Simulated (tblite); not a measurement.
C₇H₇F₂ (doublet state).
Geometry (GFN2-xTB, Å), atoms numbered from 1 in this order:
```
atom  x, y, z in Å
C1     3.037   -0.588   -0.334
C2     1.902   -0.019    0.071
F3     2.005    1.032    0.921
C4     0.584   -0.443   -0.331
C5    -0.638    0.026   -0.009
C6    -1.864   -0.613   -0.582
C7    -0.860    1.161    0.894
C8    -2.010    1.672    1.252
F9    -3.270    1.394    0.970
H10    3.988   -0.222    0.005
H11    3.029   -1.424   -1.006
H12    0.624   -1.286   -1.008
H13   -2.504   -0.986    0.218
H14   -1.607   -1.441   -1.237
H15   -2.440    0.116   -1.150
H16    0.016    1.629    1.312
```

Computed with GFN2-xTB (tblite): harmonic, unscaled wavenumbers at the GFN2-xTB geometry, gas phase. The method is semi-empirical: single wavenumbers can be off by several per cent or more. One conformer, not necessarily the lowest. Open shells enter through the occupations alone, without spin polarisation, and single modes of such species can be off by tens of per cent.

How many normal modes are there?

16 atoms, non-linear: 3N − 6 = 42.

What is the point group of the computed structure, and how do the modes divide by symmetry?

Cs. The vibrations span 28 a′ + 14 a″.

How many distinct wavenumbers does the calculation give?

42: Cs has no degenerate species.

How many fundamentals are allowed in the infrared by symmetry?

42 of 42: in Cs every mode is allowed. All fundamentals are allowed in the Raman spectrum.

How large is the harmonic zero-point energy?

Half the sum of the wavenumbers, 25346 cm⁻¹, or 72.5 kcal/mol from 42 modes; those above 1550 cm⁻¹ give 38.0 kcal/mol of it.

How far is the lowest real mode excited at 500 K, as a harmonic oscillator?

34.2 cm⁻¹ is a vibrational temperature θ of 49 K. The population of v = 1 over v = 0 is exp(−θ/T) = 0.91, and the mean quantum number is 9.7.
